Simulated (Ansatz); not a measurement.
Results of the Gaussian-basis code of Ansatz.

Basis-set series for Cl2H2OSn, SMILES `[OH][SnH]([Cl])[Cl]`. The species carries charge 0 and has multiplicity 1. Sn: def2 effective core potential. The structure was optimised at the PBE0-D4/def2-TZVP level. It is one conformer, not always the lowest.

```csv
functional,basis,functions,energy (Eh),HOMO (eV),LUMO (eV)
PBE0-D4,def2-TZVPP,193,-1210.92570,-9.24,-1.81
PBE0-D4,def2-QZVPP,339,-1210.96009,-9.27,-1.88
ωB97M-V,def2-TZVPP,193,-1211.18288,-11.54,0.20
ωB97M-V,def2-QZVPP,339,-1211.21589,-11.58,0.05
```

Give the rows for def2-SVP. (Best estimate.)

The calculation gave: 
| functional | basis | functions | energy (Eh) | HOMO (eV) | LUMO (eV) |
| --- | --- | --- | --- | --- | --- |
| PBE0-D4 | def2-SVP | 86 | -1210.49316 | -9.02 | -1.60 |
| ωB97M-V | def2-SVP | 86 | -1210.75106 | -11.27 | 0.54 |

Positive LUMOs are unbound and depend on the basis.
